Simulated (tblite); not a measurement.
C₇H₁₀F₂O.
Numbering: `[CH3:1][C@:2]12[O:3][C@H:4]([CH2:5][C@H:6]1[F:7])[CH2:8][C@@H:9]2[F:10]` (hydrogens: H11, H12, H13 on C1; H14 on C4; H15, H16 on C5; H17 on C6; H18, H19 on C8; H20 on C9)

Method: GFN2-xTB as coded in tblite; computed harmonic values from a numerical Hessian at the method's own geometry, unscaled. Errors from tens to a few hundred cm⁻¹ against measured bands are possible.

Harmonic wavenumbers (cm⁻¹): 61.6, 153.9, 175.0, 226.1, 251.3, 354.2, 377.4, 409.4, 436.2, 506.6, 568.3, 585.4, 617.7, 753.2, 816.0, 869.0, 898.5, 924.5, 941.3, 990.0, 992.8, 1025.4, 1060.2, 1062.7, 1079.4, 1095.4, 1135.6, 1136.7, 1161.9, 1168.4, 1183.8, 1230.8, 1241.5, 1260.1, 1273.7, 1278.7, 1299.6, 1306.8, 1330.6, 1396.2, 1449.3, 1464.4, 1467.3, 1482.8, 2927.4, 2928.8, 3016.6, 3020.8, 3026.6, 3029.4, 3034.0, 3042.8, 3043.9, 3047.2.

A = 1610, B = 1466, C = 1427 MHz; mass 148.070 u (most abundant isotopes); point group Cs, symmetry number 1.

Question: Zero-point energy?

Answer: Half the sum of the wavenumbers: 35309 cm⁻¹ = 100.95 kcal/mol.

Question: Give the ideal-gas entropy at 273.15 K and 1 bar in the rigid-rotor, harmonic-oscillator model (classical rotation).

Answer: Translation 40.48, rotation 28.69, vibration 18.82: S = 88.0 cal/(mol K).

Question: And Cp and H(273.15 K) − H(0)?

Answer: Cp = 33.12 cal/(mol K), of which vibrations give 25.17 (their classical limit is 54 R = 107.3); H(273.15 K) − H(0) = 5.18 kcal/mol without the zero-point energy, 3.01 from vibrations.

Question: How do the functions run with temperature in this model?

Answer: 
```tsv
T (K)	S (cal/(mol K))	Cp (cal/(mol K))	H − H(0) (kcal/mol)	G − H(0) (kcal/mol)	ln q(vib)
150	72.7	19.8	1.95	-8.95	1.61
250	85.2	30.4	4.45	-16.85	3.46
298.15	91.0	36.1	6.05	-21.09	4.44
400	103.3	48.1	10.35	-30.99	6.65
600	126.6	66.6	21.95	-54.01	11.35
900	157.1	83.3	44.68	-96.70	18.50
```

q(vib) and H(0) count from the zero-point level.

Question: Which modes carry the vibrational entropy at 273.15 K?

Answer: 61.6 cm⁻¹: 4.23; 153.9 cm⁻¹: 2.46; 175.0 cm⁻¹: 2.22; 226.1 cm⁻¹: 1.75; 251.3 cm⁻¹: 1.57; 354.2 cm⁻¹: 1.01 cal/(mol K); the other 48 give 5.58 together.

Question: What must be added to the electronic energy to get the Gibbs energy at 273.15 K and 1 bar?

Answer: ZPE + [H(273.15 K) − H(0)] − T·S = 100.95 + 5.18 − 24.03 = 82.10 kcal/mol.

Question: Blend soft modes into free rotors: weight 1/[1 + (100 cm⁻¹/ν̃)⁴] for the oscillator and the rest for a rotor with moment μB/(μ + B), μ = h/(8π²ν), B = 10⁻⁴⁴ kg m². What vibrational entropy results?

Answer: 17.97 cal/(mol K) in place of 18.82, which changes −T·S at 273.15 K by +0.23 kcal/mol.

Hindered rotation and anharmonicity are outside this model.

Hardware: one thread, Intel Xeon at 2.50 GHz (x86_64), shared host with 64 logical CPUs at a one-minute load of 55. Cost: 3.5 s wall, 2.3 s CPU. The figure is for the frequency step alone.
